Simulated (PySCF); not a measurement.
An unknown is described by computed data only.

Formula: C6H13PSi.

- Rotational structure: rotational constants A, B, C: 1.922, 0.830, 0.634 GHz [PBE0-D3(BJ)/def2-SVP]
- 1H NMR: chemical shifts (computed TMS as zero) by class: 4.31 (1 H), 1.99 (3 H), 1.17 (3 H), 0.26 (6 H) ppm [GIAO PBE0/pcSseg-1]
- Triplet: lowest triplet excitation (Tamm–Dancoff): 4.59 eV [TDA wB97X-D/def2-SVPD]
- Polarisability: 130.4 au [wB97X-D/def2-SVPD]
- 13C NMR: chemical shifts (computed TMS as zero) by class: 107.6 (1 C), 81.7 (1 C), 9.8 (1 C), 6.2 (1 C), -4.1 (2 C) ppm [GIAO PBE0/pcSseg-1]
- Dipole: 1.16 D [wB97X-D/def2-SVPD]
- UV, first state: lowest singlet excitation: 4.99 eV (248 nm, f = 0.012) [TDDFT wB97X-D/def2-SVPD]
- UV, strongest line: among the 10 lowest singlet transitions: S8 at 7.13 eV (174 nm, f = 0.384) [TDDFT wB97X-D/def2-SVPD]

Gas-phase values; electronic properties from PySCF, density fitting. Levels stand in brackets. One conformer (not necessarily the lowest) at the PBE0-D3(BJ)/def2-SVP geometry, without solvent, vibrations or thermal averaging. NMR values are class means; diastereotopic atoms form classes of their own.

Question: Propose a structure and show how it fits.

Answer: Numbering: `[CH3:1][C:2]#[C:3][P:4]([CH3:5])[SiH:6]([CH3:7])[CH3:8]`. 6 carbons fall into 5 classes; from least to most shielded: alkyne carbon [C2] (107.6 ppm), alkyne carbon [C3] (81.7 ppm), sp3 carbon bound to phosphorus [C5] (9.8 ppm), propargylic carbon [C1] (6.2 ppm), Si-methyl carbon [C7/C8] (-4.1 ppm, 2 C). Hydrogen classes from least to most shielded: 1 H on an SiH silicon, Si6 (4.31 ppm), 3 H on a propargylic carbon, C1 (1.99 ppm), 3 H on an sp3 carbon bound to phosphorus, C5 (1.17 ppm, a mean of values up to 0.9 ppm apart in this geometry), 6 H on 2 Si-methyl carbons, C7/C8 (0.26 ppm, a mean of values up to 0.6 ppm apart in this geometry). The optimised geometry has point group C1 and is an asymmetric top. Structure: `C(C)#CP([SiH](C)C)C`. Computed isomers that give other values at the same levels: `[H]/P=C(\C=C)[Si](C)(C)C` (13C chemical shifts (computed TMS as zero) by class: 227.2 (1 C), 156.4 (1 C), 123.0 (1 C), 0.8 (3 C) ppm); `C/C([SiH3])=P/C1CCC1` (13C chemical shifts (computed TMS as zero) by class: 205.8 (1 C), 40.2 (1 C), 31.4 (1 C), 29.7 (2 C), 22.6 (1 C) ppm). The assignments are read from this structure; whether some other isomer fits the data as well wasn't checked.

The values belong to the conformer `[CH3:1][C:2]#[C:3][P:4]([CH3:5])[SiH:6]([CH3:7])[CH3:8]`: C3–P4–Si6–C7 63°.
